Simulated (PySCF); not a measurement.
Compound: C₅H₆FN₂S (charge -1).
Atom-mapped SMILES: `[CH3:1][C@@H:2]([SH:3])[c:4]1[cH:5][n-:6][n:7][c:8]1[F:9]`

Cartesian coordinates in Å at the GFN2-xTB level; atoms count from 1:
```
atom  x, y, z in Å
C1    -1.667   -0.242    0.805
C2    -0.684   -0.679   -0.272
S3    -1.423   -0.211   -1.942
C4     0.663   -0.116   -0.099
C5     1.909   -0.759   -0.112
N6     2.891    0.101    0.125
N7     2.364    1.327    0.285
C8     1.059    1.203    0.152
F9     0.225    2.286    0.250
H10   -1.736    0.844    0.830
H11   -2.660   -0.652    0.621
H12   -1.314   -0.587    1.778
H13   -0.640   -1.771   -0.334
H14   -1.105    1.073   -1.840
H15    2.112   -1.807   -0.269
```

Definitions: NICS(0) = −σiso at the ring centroid; NICS(1) = −σiso and NICS(1)zz = −σzz at ±1 Å along the ring normal z. Level: GIAO PBE0/pcSseg-1 (PySCF, non-relativistic, gas phase) on the GFN2-xTB geometry, one conformer.

Ring bond lengths (Å), with Mayer bond orders in brackets: C4–C5 1.402 (1.34), C5–N6 1.327 (1.55), N6–N7 1.344 (1.24), N7–C8 1.317 (1.58), C8–C4 1.400 (1.35).

**Question.** What do the NICS probes read (ppm)?

**Answer.** 
```csv
ring,type,NICS(0),"NICS(1), two faces","NICS(1)zz, two faces",rms pucker (Å),"centre to ring atoms, mean (Å)"
C4–C5–N6–N7–C8,5-membered ring with 2 N; formal bonds all aromatic,-13.2,-11.4 / -11.7,-27.8 / -28.6,0.00,1.15
```

**Question.** What do they say, and how far can they be read as aromaticity?

**Answer.** 
- C4–C5–N6–N7–C8: mean NICS(1)zz -28.2 ppm, shielded. For a flat ring without four-coordinate atoms the NICS criterion counts such a value as aromatic.

**Question.** What does the geometric index give? HOMA = 1 − mean of α(R − Ropt)² over the ring bonds, with Krygowski's 1993 parameters (CC: Ropt 1.388 Å, α 257.7 Å⁻²; CN: Ropt 1.334 Å, α 93.52 Å⁻²; NN: Ropt 1.309 Å, α 130.33 Å⁻²).

**Answer.** 
- C4–C5–N6–N7–C8: HOMA 0.94; the largest term is that of N6–N7, α(R − Ropt)² = 0.16. The geometric and the magnetic index point the same way.

**Question.** How shielded are the nuclei of the rings and their hydrogens (means over atoms taken as equivalent)?

**Answer.** 
```tsv
atoms	environment	σ isotropic (ppm)
C4	substituted aromatic carbon	85.6
C5	aromatic CH next to a ring nitrogen	50.7
N6	two-coordinate ring nitrogen	-72.3
N7	ring nitrogen	-68.5
C8	aromatic C–F carbon	14.4
H15	aromatic hydrogen	24.83
```

The run took 62 s wall (grids of density and orbitals included) on one thread, Arm Neoverse N1 (aarch64), no GPU, on a shared host, and the process peaked at 0.84 GiB of memory. This is the whole shielding run at PBE0/pcSseg-1, SCF included.
